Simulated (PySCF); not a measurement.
# Potential energy of MgSn⁻ along the bond

Set-up: Mg aug-cc-pVDZ, Sn aug-cc-pVDZ-PP with ECP28; scalar-relativistic core potentials (PySCF 2.14). Energies in eV from Mg + Sn⁻ in their ground configurations at the same level. State: ⁴Σ⁻ (quartet), unpaired electrons σ ↑, π ↑↑.

All columns are B2PLYP. A positive dipole points towards Sn; it is taken about the centre of mass and depends on that origin.

```json
{"R (Å)": "2.528", "E (eV)": "-0.364", "μ (D)": "4.14", "Mulliken charge on Mg (basis-dependent)": "-0.58", "HOMO (eV)": "-0.26", "LUMO (eV)": "2.40", "Mayer bond order": "1.07", "⟨S²⟩": "3.76"}
{"R (Å)": "2.646", "E (eV)": "-0.551", "μ (D)": "4.14", "Mulliken charge on Mg (basis-dependent)": "-0.51", "HOMO (eV)": "-0.32", "LUMO (eV)": "2.41", "Mayer bond order": "0.96", "⟨S²⟩": "3.76"}
{"R (Å)": "2.764", "E (eV)": "-0.651", "μ (D)": "4.12", "Mulliken charge on Mg (basis-dependent)": "-0.44", "HOMO (eV)": "-0.37", "LUMO (eV)": "2.41", "Mayer bond order": "0.86", "⟨S²⟩": "3.77"}
{"R (Å)": "2.852", "E (eV)": "-0.687", "μ (D)": "4.10", "Mulliken charge on Mg (basis-dependent)": "-0.39", "HOMO (eV)": "-0.41", "LUMO (eV)": "2.41", "Mayer bond order": "0.78", "⟨S²⟩": "3.77"}
{"R (Å)": "2.940", "E (eV)": "-0.699", "μ (D)": "4.05", "Mulliken charge on Mg (basis-dependent)": "-0.35", "HOMO (eV)": "-0.44", "LUMO (eV)": "2.41", "Mayer bond order": "0.70", "⟨S²⟩": "3.77"}
{"R (Å)": "3.028", "E (eV)": "-0.695", "μ (D)": "3.98", "Mulliken charge on Mg (basis-dependent)": "-0.32", "HOMO (eV)": "-0.47", "LUMO (eV)": "2.41", "Mayer bond order": "0.63", "⟨S²⟩": "3.77"}
{"R (Å)": "3.146", "E (eV)": "-0.671", "μ (D)": "3.86", "Mulliken charge on Mg (basis-dependent)": "-0.28", "HOMO (eV)": "-0.51", "LUMO (eV)": "2.40", "Mayer bond order": "0.54", "⟨S²⟩": "3.77"}
{"R (Å)": "3.293", "E (eV)": "-0.627", "μ (D)": "3.64", "Mulliken charge on Mg (basis-dependent)": "-0.24", "HOMO (eV)": "-0.55", "LUMO (eV)": "2.40", "Mayer bond order": "0.45", "⟨S²⟩": "3.77"}
{"R (Å)": "3.469", "E (eV)": "-0.564", "μ (D)": "3.31", "Mulliken charge on Mg (basis-dependent)": "-0.21", "HOMO (eV)": "-0.59", "LUMO (eV)": "2.38", "Mayer bond order": "0.37", "⟨S²⟩": "3.77"}
{"R (Å)": "3.704", "E (eV)": "-0.479", "μ (D)": "2.77", "Mulliken charge on Mg (basis-dependent)": "-0.18", "HOMO (eV)": "-0.63", "LUMO (eV)": "2.34", "Mayer bond order": "0.30", "⟨S²⟩": "3.76"}
```

A fit through these points gives, at Re = 2.956 Å, μ = 4.04 D and dμ/dR = -0.680 D/Å; the reduced mass is 19.99 u.

Task: How strong is the fundamental in the double-harmonic approximation, I = 42.26·(dμ/dR)²/μred km/mol?

Result: I = 42.26·(-0.680)²/19.99 = 0.978 km/mol at B2PLYP.

Correlated steps freeze 5 core orbitals. Spin–orbit coupling is left out, which matters for elements this heavy, above all for dissociation energies. For an ion De counts to the pair picked by the measured ionisation energies or electron affinities, which need not be the lowest pair at this level. B2PLYP dipoles, levels and charges come from its SCF part alone. The state is the lowest determinant that a PBE0 search found; another state may lie lower at other levels.
